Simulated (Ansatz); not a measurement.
`O[SiH2]N[SiH](O)Cl` + `CO[Si@@H](O)[Si@@H](O)Cl` → `CO[SiH](O)[SiH2]O` + `O[Si@@H](Cl)N[Si@@H](O)Cl`  (redistribution)

Gas-phase electronic energies from Ansatz, PBE0-D4/def2-TZVP geometries. CCSD(T)/CBS adds triple-zeta CCSD(T) − MP2 to the extrapolated MP2 energy (def2 sets, frozen cores). Functionals use def2-TZVPP. One conformer a species, not always the lowest.

```
        level  ΔE (kJ/mol)
       r2SCAN         -6.5
MP2/CBS(def2)         -5.2
```

Question: What does CCSD(T)/CBS give? (Estimate.)

Answer: The calculation gave: -5.5 kJ/mol. The listed levels differ from it by -1.0, 0.3 kJ/mol.

Largest T1 diagnostic among the species: 0.012.
